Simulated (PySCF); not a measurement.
Dipole response of Kr (krypton, neutral)

[Kr], closed-shell 1S. Calculation: PySCF 2.14, in x2c-QZVPPall with one added diffuse shell each of s, p, d, f type (12s9p6d5f1g, 113 functions); the spin-free X2C one-electron Hamiltonian (Gaussian nucleus). Coupled (time-dependent) response in atomic units; α is the mean over directions.

```
   method  mean α (bohr³)  C₆ (like pair)  S(−4)
CAM-B3LYP           17.33           134.9  60.43
```

S(−4) is the Cauchy moment in α(ω) = α(0) + S(−4) ω² + …

Reference α: 16.78 ± 0.02 bohr³ (recommended; Schwerdtfeger and Nagle, table of static dipole polarizabilities (2023 update)). Published C₆: 130.0 (Chu and Dalgarno (2004); Tang, Norbeck and Certain (1976)).

α(iu) at CAM-B3LYP:

```
u (hartree)  α(iu) (bohr³)
          0          17.33
     0.0500          17.18
      0.100          16.76
      0.200          15.29
      0.300          13.44
      0.500          9.932
      0.750          6.815
       1.00          4.856
       1.50          2.776
       2.00          1.796
       3.00         0.9538
       5.00         0.4354
```

A single London oscillator, α(iu) = α/(1 + u²/ω²), gives C₆ = (3/4) ω α². Matching the computed C₆ needs ω = 4 × 134.9 / (3 × 17.33²) = 0.599 hartree.
